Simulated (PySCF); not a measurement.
## Core binding energy against partial charge

Species: C6H13BO2.
Atom-mapped SMILES: `[CH3:1][CH2:2]/[CH:3]=[CH:4]\[B:5]([O:6][CH3:7])[O:8][CH3:9]`

Cartesian coordinates in Å at the PBE0-D3(BJ)/def2-SVP level; atoms count from 1:
```
atom  x, y, z in Å
C1     2.9642    0.2850    1.0440
C2     2.2173   -0.3994   -0.0993
C3     1.1727   -1.3446    0.4036
C4    -0.1630   -1.1796    0.3852
B5    -0.9580    0.0446   -0.1717
O6    -0.3281    1.2321   -0.3963
C7    -1.0304    2.3404   -0.8956
O8    -2.2970    0.0014   -0.4431
C9    -3.0815   -1.1470   -0.2882
H10    2.2759    0.9129    1.6297
H11    3.7699    0.9293    0.6602
H12    3.4193   -0.4470    1.7307
H13    2.9388   -0.9707   -0.7102
H14    1.7588    0.3604   -0.7455
H15    1.5720   -2.2650    0.8559
H16   -0.7442   -2.0081    0.8096
H17   -1.4714    2.1321   -1.8843
H18   -0.3251    3.1785   -0.9908
H19   -1.8496    2.6393   -0.2216
H20   -3.1609   -1.4513    0.7696
H21   -2.6844   -2.0002   -0.8636
H22   -4.0948   -0.9264   -0.6551
```

Binding energies: PySCF 2.14.0, delta-SCF UKS SCAN, pcX-2 on the ionised atom, pcseg-1 elsewhere, spin-free X2C. Charges: PBE0/pcSseg-1 ground-state density, for the ionised atom.

```
atom       environment  C 1s (eV)  Mulliken (e)  IAO (e)  Hirshfeld (e)  ESP (e)
  C4  alkene CH carbon     289.38        -0.376   -0.331         -0.146   -0.505
  C3  alkene CH carbon     290.12        -0.167   -0.073         -0.012   -0.184
  C2    allylic carbon     290.25        -0.229   -0.261         -0.071   +0.115
  C1     methyl carbon     290.28        -0.295   -0.402         -0.112   -0.282
  C7    methoxy carbon     292.00        -0.015   -0.193         -0.035   -0.276
```

**Question.** Give the correlation coefficient and slope of binding energy on charge for each scheme.

**Answer.** Mulliken: r = 0.92, slope 6.4 eV per e; Hirshfeld: r = 0.58, slope 10.2 eV per e; IAO: r = 0.30, slope 2.3 eV per e; ESP: r = 0.17, slope 0.7 eV per e. Mulliken charges have the highest r, on only 5 points.

**Question.** The point-charge model writes a binding energy as kq + V + constant, with V the potential of the other atoms' charges at the site. What does it give with the IAO charges?

**Answer.** V = Σ 14.40 eV Å × q/r over all other atoms: +2.97 eV at C4, -1.37 eV at C3, +1.58 eV at C2, +4.17 eV at C1, +1.96 eV at C7. Fitting binding energy − V to q gives k = 17.8 eV per e and leaves an rms residual of 0.43 eV, against 0.82 eV for the fit on q alone. The model has no term for differences in relaxation between sites.

Geometry: PBE0-D3(BJ)/def2-SVP, one conformer, isolated molecule.
